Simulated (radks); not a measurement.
The numbers below are computed, except where a source is named.
Q: All-electron atom: Cr13+ in [Ne] 3s1 (the NIST ground configuration). Level of theory: non-relativistic Kohn-Sham, PBE, spin-polarised, spherical densities, point nucleus; open shells are filled with parallel spins first (a radial shooting solver on a logarithmic mesh with Libxc functionals). Some entries of the table are withheld. Estimate them.

orbital  occ.  eigenvalue (eV)  <1/r> (bohr^-1)
1s up       1        -6222.965              (1)
1s down     1        -6222.232              (2)
2s up       1        -1024.873              (3)
2s down     1        -1023.752              (4)
2p up       3        -929.4211            4.989
2p down     3        -928.4200            4.991
3s up       1        -370.1179              (5)
3s down     0        -363.6567              (6)

A: 
(1) 1s up <1/r> (bohr^-1): 23.53
(2) 1s down <1/r> (bohr^-1): 23.53
(3) 2s up <1/r> (bohr^-1): 5.044
(4) 2s down <1/r> (bohr^-1): 5.047
(5) 3s up <1/r> (bohr^-1): 1.909
(6) 3s down <1/r> (bohr^-1): 1.923
